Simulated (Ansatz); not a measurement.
`CC(=S)CF` + HI → `CC(=S)CI` + H–F at 400 K and 1 bar (substitution at a C–F bond).

Calculated with Ansatz (gas phase, PBE0-D4/def2-TZVP geometries, no zero-point term in ΔE). CCSD(T)/CBS is the MP2 limit (def2-TZVPP, def2-QZVPP) plus CCSD(T) − MP2 in def2-TZVPP, frozen cores. This one scheme is used for every species. def2 core potentials past Kr. For I outer-core shells are correlated without core-valence functions, which leaves a few kJ/mol of doubt a bond. One conformer a species, not always the lowest.

```json
{"species": "`CC(=S)CF`", "CCSD(T)/CBS energy (Eh)": "-614.70613", "H − E (kJ/mol)": "224.7", "S (J/(mol·K))": "361.7"}
{"species": "HI", "CCSD(T)/CBS energy (Eh)": "-298.03592", "H − E (kJ/mol)": "25.7", "S (J/(mol·K))": "215.0"}
{"species": "`CC(=S)CI`", "CCSD(T)/CBS energy (Eh)": "-812.36761", "H − E (kJ/mol)": "220.7", "S (J/(mol·K))": "388.8"}
{"species": "H–F", "CCSD(T)/CBS energy (Eh)": "-100.39570", "H − E (kJ/mol)": "36.5", "S (J/(mol·K))": "182.2"}
```

H − E and S are ideal-gas, rigid-rotor, harmonic terms from PBE0-D4/def2-TZVP, for one conformer and one mirror image of each species. 1 Eh = 2625.50 kJ/mol, R = 8.31446 J/(mol·K).

**Question.** By hand: ΔE, ΔH, ΔS and ΔG.

**Answer.** ΔE = (-812.36761) + (-100.39570) − (-614.70613) − (-298.03592) = -0.02126 Eh = -55.8 kJ/mol. Δ(H − E) = 220.7 + 36.5 − 224.7 − 25.7 = 6.8, so ΔH = -49.0 kJ/mol. ΔS = 388.8 + 182.2 − 361.7 − 215.0 = -5.7 J/(mol·K). ΔG = -49.0 − 400 × (-5.7)/1000 = -46.7 kJ/mol.

**Question.** By hand: the equilibrium constant, and the temperature at which ΔG would vanish if ΔH and ΔS stayed fixed.

**Answer.** log₁₀ K = −ΔG/(RT ln 10) = 6.1. ΔG = 0 at ΔH/ΔS = 8596 K, far beyond where these terms or the molecules hold.

The number of gas molecules stays the same, so ΔS is small and ΔH decides. A doubt of 5 kJ/mol in ΔE shifts log₁₀ K by 0.7 here. Other conformers and mirror images would add mixing entropy, several J/(mol·K) or more a flexible species. Modes under 60 cm⁻¹, often nearly free rotors, make the harmonic entropy too high. These are equilibria of isolated gas molecules and say nothing of rates. Largest T1 diagnostic: 0.015 (customary marks: 0.02 for closed shells, 0.045 for open ones).
